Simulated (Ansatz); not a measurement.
An input meant for diphenyliodonium iodide (C12H10I2) (charge 0, singlet).

Input and output for diphenyliodonium iodide, `[I-].c1ccc([I+]c2ccccc2)cc1`.

```yaml
crystal:
  periodic: [false, false, false]
  atoms:
    - {symbol: I, position_ang: [-2.137235, -1.359283, 1.062094]}
    - {symbol: C, position_ang: [-1.619582, 4.175959, 2.087582]}
    - {symbol: C, position_ang: [-0.964929, 4.228309, 0.848331]}
    - {symbol: C, position_ang: [-0.398052, 3.062227, 0.298065]}
    - {symbol: C, position_ang: [-0.511751, 1.876431, 1.025478]}
    - {symbol: I, position_ang: [0.664881, 0.162249, 0.181746]}
    - {symbol: C, position_ang: [0.902780, -1.776235, -0.937878]}
    - {symbol: C, position_ang: [1.535578, -1.630145, -2.173382]}
    - {symbol: C, position_ang: [1.884662, -2.800964, -2.874270]}
    - {symbol: C, position_ang: [1.592743, -4.060770, -2.330852]}
    - {symbol: C, position_ang: [0.949149, -4.165002, -1.086121]}
    - {symbol: C, position_ang: [0.583436, -3.006703, -0.376661]}
    - {symbol: C, position_ang: [-1.168371, 1.784443, 2.248977]}
    - {symbol: C, position_ang: [-1.717099, 2.961576, 2.788066]}
    - {symbol: H, position_ang: [-2.067426, 5.088675, 2.509275]}
    - {symbol: H, position_ang: [-0.900433, 5.175564, 0.290703]}
    - {symbol: H, position_ang: [0.115397, 3.093627, -0.675700]}
    - {symbol: H, position_ang: [1.757406, -0.636837, -2.594675]}
    - {symbol: H, position_ang: [2.374832, -2.716691, -3.856662]}
    - {symbol: H, position_ang: [1.860137, -4.972096, -2.887145]}
    - {symbol: H, position_ang: [0.721788, -5.153439, -0.657737]}
    - {symbol: H, position_ang: [0.041867, -3.068580, 0.582123]}
    - {symbol: H, position_ang: [-1.271560, 0.817174, 2.766269]}
    - {symbol: H, position_ang: [-2.228218, 2.920521, 3.762374]}
basis:
  gaussian: {orbitals: def2-SVPD}
magnetization: {spin_polarized: true, initial_magnetization: 0}
hamiltonian: {xc: {name: HF}}
correlation: {active_space: {window: {electrons: 2, orbitals: 1}}}
scf: {omitted_lower_state_checks: [starts]}
```

```sh
$ ansatz run in.yaml --threads 4 --pin off --events-out ev --progress --plain --max-ram 6963MiB
```

Output, abridged:

```
Error: invalid value for `correlation.active_space`: it starts from restricted Hartree–Fock orbitals; set hamiltonian.xc: hf without magnetization.spin_polarized
```

In the def2 sets I takes a core potential; there is no spin–orbit coupling.
